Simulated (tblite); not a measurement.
Compound: C7H12O2Si.
Atom-mapped SMILES: `[CH3:1][CH2:2][O:3][C:4]1=[CH:5][C:6](=[O:7])[Si@H:8]1[CH2:9][CH3:10]` (hydrogens: H11, H12, H13 on C1; H14, H15 on C2; H16 on C5; H17 on Si8; H18, H19 on C9; H20, H21, H22 on C10)

Computed with GFN2-xTB (tblite), gas phase: L-BFGS steps from a force-field or distance-geometry start until the largest atomic force falls under 0.01 eV/Å.

Step 3: E = -840.5211 eV
```
atom  x, y, z in Å  |  force x, y, z in eV/Å
C1      3.2920    1.0826   -0.5253    0.003  -0.006  -0.051
C2      2.4443    0.2472    0.4082   -0.023  -0.053   0.050
O3      1.1894    0.0085   -0.2182    0.275   0.115   0.016
C4      0.3018   -0.7046    0.4384   -0.090  -0.372   0.459
C5      0.2553   -1.3228    1.6661   -0.310   0.107  -0.464
C6     -1.1033   -1.8879    1.6173   -0.083   0.036  -0.347
O7     -1.8102   -2.5307    2.3563    0.476  -0.125   0.676
Si8    -1.4236   -1.2045   -0.1538   -0.054   0.035   0.255
C9     -2.6348    0.2352   -0.2260    0.044  -0.075  -0.096
C10    -2.4267    1.1042   -1.4563   -0.062   0.053  -0.040
H11     4.2544    1.2691   -0.0644    0.100   0.066  -0.025
H12     2.7943    2.0236   -0.7326    0.012   0.095   0.006
H13     3.4320    0.5572   -1.4646    0.055  -0.023  -0.039
H14     2.9182   -0.7191    0.6087    0.083  -0.022   0.110
H15     2.2661    0.7716    1.3520    0.076  -0.004   0.125
H16     0.9886   -1.3881    2.4563   -0.085   0.034  -0.064
H17    -1.4427   -2.1613   -1.2280   -0.068  -0.201  -0.445
H18    -3.6429   -0.1706   -0.2251   -0.189   0.097  -0.004
H19    -2.5264    0.8426    0.6735   -0.058   0.026   0.021
H20    -2.5462    0.5228   -2.3659   -0.034   0.006  -0.028
H21    -3.1574    1.9028   -1.4519   -0.096   0.220  -0.152
H22    -1.4326    1.5418   -1.4657    0.029  -0.007   0.037
```

Step 4: E = -840.5667 eV
```
atom  x, y, z in Å  |  force x, y, z in eV/Å
C1      3.2968    1.0850   -0.5301   -0.153   0.006   0.079
C2      2.4530    0.2494    0.4116   -0.132  -0.133   0.092
O3      1.1933    0.0033   -0.2027    0.274   0.232  -0.275
C4      0.3001   -0.7129    0.4406   -0.038  -0.057  -0.037
C5      0.2404   -1.3217    1.6543    0.096  -0.179   0.377
C6     -1.1092   -1.8957    1.6178   -0.213  -0.083  -0.117
O7     -1.7809   -2.5374    2.3959    0.506   0.095   0.201
Si8    -1.4189   -1.1993   -0.1666   -0.355  -0.258   0.232
C9     -2.6401    0.2420   -0.2337   -0.011  -0.240   0.141
C10    -2.4312    1.1102   -1.4600    0.027   0.034  -0.024
H11     4.2566    1.2715   -0.0660    0.134   0.076  -0.039
H12     2.7944    2.0289   -0.7314    0.070  -0.018  -0.006
H13     3.4349    0.5550   -1.4664    0.049   0.002  -0.049
H14     2.9193   -0.7196    0.6145    0.163  -0.016   0.099
H15     2.2682    0.7684    1.3559    0.142   0.058   0.146
H16     0.9815   -1.3865    2.4500   -0.266   0.043  -0.226
H17    -1.4467   -2.1704   -1.2483   -0.046   0.014  -0.214
H18    -3.6533   -0.1661   -0.2246   -0.012   0.146  -0.034
H19    -2.5294    0.8433    0.6752   -0.061  -0.022  -0.104
H20    -2.5476    0.5236   -2.3649   -0.046   0.009  -0.092
H21    -3.1587    1.9088   -1.4588   -0.123   0.270  -0.159
H22    -1.4326    1.5396   -1.4632   -0.006   0.021   0.009
```

Step 5: E = -840.5937 eV
```
atom  x, y, z in Å  |  force x, y, z in eV/Å
C1      3.2973    1.0867   -0.5317   -0.072  -0.049   0.146
C2      2.4564    0.2485    0.4153   -0.091  -0.083   0.100
O3      1.1996    0.0035   -0.1972    0.062   0.130  -0.293
C4      0.2991   -0.7179    0.4395   -0.002  -0.005  -0.036
C5      0.2330   -1.3247    1.6548    0.004  -0.085   0.033
C6     -1.1175   -1.9030    1.6175    0.165   0.105  -0.122
O7     -1.7530   -2.5393    2.4236    0.173  -0.054   0.195
Si8    -1.4221   -1.2006   -0.1715   -0.362  -0.405   0.181
C9     -2.6439    0.2424   -0.2361   -0.036  -0.175   0.132
C10    -2.4336    1.1146   -1.4628   -0.026   0.007   0.027
H11     4.2601    1.2743   -0.0676    0.057   0.060  -0.076
H12     2.7957    2.0319   -0.7307    0.066  -0.051  -0.013
H13     3.4375    0.5537   -1.4683    0.021   0.045   0.010
H14     2.9228   -0.7201    0.6199    0.183  -0.010   0.086
H15     2.2720    0.7674    1.3608    0.160   0.064   0.125
H16     0.9721   -1.3847    2.4419   -0.125   0.011  -0.026
H17    -1.4500   -2.1758   -1.2644   -0.044   0.146  -0.056
H18    -3.6601   -0.1608   -0.2249    0.024   0.139  -0.047
H19    -2.5324    0.8433    0.6744   -0.051  -0.041  -0.129
H20    -2.5492    0.5242   -2.3658   -0.044   0.036  -0.093
H21    -3.1616    1.9171   -1.4658   -0.044   0.179  -0.138
H22    -1.4327    1.5386   -1.4614   -0.018   0.038  -0.006
```

Step 6: E = -840.6132 eV
```
atom  x, y, z in Å  |  force x, y, z in eV/Å
C1      3.2973    1.0866   -0.5301   -0.004  -0.060   0.116
C2      2.4577    0.2468    0.4200   -0.011  -0.024   0.066
O3      1.2040    0.0046   -0.1972   -0.076  -0.010  -0.151
C4      0.2994   -0.7215    0.4381   -0.094   0.057  -0.212
C5      0.2260   -1.3275    1.6523    0.092   0.011  -0.106
C6     -1.1210   -1.9074    1.6161    0.231   0.018   0.134
O7     -1.7275   -2.5413    2.4482    0.055  -0.023   0.009
Si8    -1.4310   -1.2094   -0.1716   -0.236  -0.359   0.121
C9     -2.6473    0.2400   -0.2361   -0.035  -0.062   0.014
C10    -2.4366    1.1180   -1.4642   -0.045  -0.026   0.036
H11     4.2635    1.2775   -0.0706    0.010   0.038  -0.075
H12     2.7978    2.0335   -0.7305    0.055  -0.088   0.000
H13     3.4398    0.5537   -1.4693   -0.010   0.071   0.083
H14     2.9290   -0.7207    0.6257    0.144   0.018   0.066
H15     2.2780    0.7677    1.3670    0.137   0.039   0.077
H16     0.9636   -1.3832    2.4364   -0.063  -0.012   0.077
H17    -1.4535   -2.1771   -1.2781   -0.051   0.191   0.028
H18    -3.6653   -0.1541   -0.2261   -0.018   0.098  -0.047
H19    -2.5357    0.8426    0.6715   -0.029  -0.034  -0.084
H20    -2.5513    0.5256   -2.3682   -0.036   0.075  -0.047
H21    -3.1642    1.9266   -1.4739    0.045   0.050  -0.093
H22    -1.4331    1.5386   -1.4602   -0.058   0.030  -0.012
```

Question: Estimate the geometry and energy of step 7. (The exact step hangs on the optimiser's Hessian estimate; all steps are aligned on step 6, rigid shifts and turns removed.)

Answer: E = -840.6273 eV, largest force 0.347 eV/Å
```
atom  x, y, z in Å  |  force x, y, z in eV/Å
C1      3.2971    1.0853   -0.5268    0.050  -0.037   0.065
C2      2.4581    0.2449    0.4244    0.037   0.012   0.028
O3      1.2058    0.0054   -0.2003   -0.117  -0.102   0.003
C4      0.2974   -0.7231    0.4331   -0.136   0.051  -0.240
C5      0.2235   -1.3291    1.6484    0.132   0.095  -0.220
C6     -1.1197   -1.9106    1.6181    0.269  -0.016   0.218
O7     -1.7083   -2.5425    2.4644   -0.045  -0.050  -0.023
Si8    -1.4419   -1.2224   -0.1680   -0.122  -0.199   0.070
C9     -2.6499    0.2368   -0.2362   -0.031   0.016  -0.080
C10    -2.4394    1.1197   -1.4645   -0.033  -0.034   0.008
H11     4.2662    1.2806   -0.0741   -0.010   0.017  -0.048
H12     2.8003    2.0328   -0.7303    0.027  -0.088   0.017
H13     3.4412    0.5551   -1.4682   -0.028   0.056   0.108
H14     2.9362   -0.7208    0.6311    0.078   0.044   0.045
H15     2.2849    0.7688    1.3729    0.090   0.001   0.021
H16     0.9564   -1.3824    2.4342   -0.005  -0.011   0.120
H17    -1.4570   -2.1745   -1.2873   -0.063   0.164   0.041
H18    -3.6695   -0.1476   -0.2278   -0.074   0.055  -0.043
H19    -2.5385    0.8416    0.6680   -0.006  -0.025  -0.029
H20    -2.5535    0.5280   -2.3708   -0.029   0.092  -0.009
H21    -3.1652    1.9341   -1.4814    0.097  -0.053  -0.040
H22    -1.4345    1.5392   -1.4596   -0.082   0.013  -0.010
```

The energy changes by -0.0140 eV. The first-order estimate −F·Δx gives -0.0192 eV and the mean of the old and new forces, exact on a quadratic surface, -0.0141 eV. The step makes an angle of 52° with the force vector and moves no atom by more than 0.025 Å.

The cost below is that of the whole relaxation. On one thread, Arm Neoverse V1 (aarch64), on a shared host, this took 0.52 s wall.
